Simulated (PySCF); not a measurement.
Assignment exercise: C₅H₈NPSi

Bonds (- single, = double, # triple, : aromatic): C1=C2, C2-C3, C3-Si4, C3=P5, P5-C6, C6-C7, C7#N8. C1 carries H9, H10; C2 carries H11; Si4 carries H12, H13, H14; C6 carries H15, H16. Stereochemistry as in C=C/C([SiH3])=P\CC#N. H10 is cis to C3; H9 is trans to C3.

[PySCF 2.14.0 with density-fitted response routines: GIAO PBE0/pcSseg-1 shieldings; GFN2-xTB structure; one averaged value for each set of equivalent atoms; gas phase; no relativistic terms; a single conformation]

References, each an isolated molecule treated in the same way: ¹³C, ¹H vs TMS.

**Question.** Assign these signals to the numbered atoms. ¹³C{¹H} NMR (computed): δ 224.3 (C), 152.8 (CH), 121.4 (CH2), 121.3 (C), 17.5 (CH2).

**Answer.** 
224.3 → C3, carbon double-bonded to a heavier main-group atom
152.8 → C2, alkene CH: an sp2 carbon of a C=C bond
121.4 → C1, terminal =CH2 carbon: as expected for a trigonal carbon in a double bond
121.3 → C7, nitrile carbon: this is the usual window of a C≡N carbon, which has no attached hydrogen
17.5 → C6, sp3 CH2 bonded to P, α to a nitrile

C1 and C7 lie closer than the usual error of such a calculation, so a measured spectrum could show them in the other order.

**Question.** Assign these signals to the numbered atoms. ¹H NMR (600 MHz, computed): δ 7.37 (m, 1H), 5.39 (m, 1H), 5.26 (m, 1H), 4.50 (m, 3H), 2.91 (m, 2H).

**Answer.** 
7.37 → H11, hydrogen on an alkene CH: a vinylic proton, deshielded by the sp2 carbon and the C=C anisotropy
5.39 → H9, hydrogen on a terminal =CH2 carbon: a vinylic proton, deshielded by the sp2 carbon and the C=C anisotropy
5.26 → H10, hydrogen on a terminal =CH2 carbon
4.50 → H12/H13/H14, hydrogen on a silicon bonded to C
2.91 → H15/H16, hydrogen on an sp3 CH2 bonded to P, α to a nitrile

Splittings by ³¹P in the carbon and heteronuclear signals aren't shown, as no couplings were computed. Shifts are as computed. Against solution values, carbons near 30 ppm lie about +3 ppm off and those near 130 ppm about +5 ppm. Of 1211 compounds with measured shifts, 218 miss one by over three times the rms of a fit or turn the order of signals round; such compounds aren't used in these exercises. Multiplicities follow the n + 1 count of equivalent neighbours, as no J values were calculated; m marks all less simple cases, F and P coupling included.
